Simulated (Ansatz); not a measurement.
`BC[SiH2]S` + HCl → `BC[SiH2]Cl` + H₂S at 600 K and 1 bar (ligand exchange at the Si–S bond).

Gas-phase electronic energies from Ansatz, PBE0-D4/def2-TZVP geometries. CCSD(T)/CBS is the MP2 limit (def2-TZVPP, def2-QZVPP) plus CCSD(T) − MP2 in def2-TZVPP, frozen cores. This one scheme is used for every species. One conformer a species, not always the lowest.

| species | CCSD(T)/CBS energy (Eh) | H − E (kJ/mol) | S (J/(mol·K)) |
| --- | --- | --- | --- |
| `BC[SiH2]S` | -753.93032 | 259.5 | 444.4 |
| HCl | -460.38127 | 35.4 | 207.2 |
| `BC[SiH2]Cl` | -815.35378 | 232.4 | 422.2 |
| H₂S | -398.97279 | 60.8 | 230.9 |

H − E and S are ideal-gas, rigid-rotor, harmonic terms from PBE0-D4/def2-TZVP, for one conformer and one mirror image of each species. 1 Eh = 2625.50 kJ/mol, R = 8.31446 J/(mol·K).

Q: By hand: ΔE, ΔH, ΔS and ΔG.

A: ΔE = (-815.35378) + (-398.97279) − (-753.93032) − (-460.38127) = -0.01498 Eh = -39.3 kJ/mol. Δ(H − E) = 232.4 + 60.8 − 259.5 − 35.4 = -1.7, so ΔH = -41.0 kJ/mol. ΔS = 422.2 + 230.9 − 444.4 − 207.2 = 1.5 J/(mol·K). ΔG = -41.0 − 600 × (1.5)/1000 = -41.9 kJ/mol.

Q: By hand: the equilibrium constant, and the temperature at which ΔG would vanish if ΔH and ΔS stayed fixed.

A: log₁₀ K = −ΔG/(RT ln 10) = 3.6. ΔH and −TΔS have one sign here, so there is no such temperature.

The number of gas molecules stays the same, so ΔS is small and ΔH decides. A doubt of 5 kJ/mol in ΔE shifts log₁₀ K by 0.4 here. Other conformers and mirror images would add mixing entropy, several J/(mol·K) or more a flexible species. Modes under 60 cm⁻¹, often nearly free rotors, make the harmonic entropy too high. These are equilibria of isolated gas molecules and say nothing of rates. Largest T1 diagnostic: 0.011 (customary marks: 0.02 for closed shells, 0.045 for open ones).

ΔS is within the doubt of such terms, so its sign, and with it that verdict, could turn.
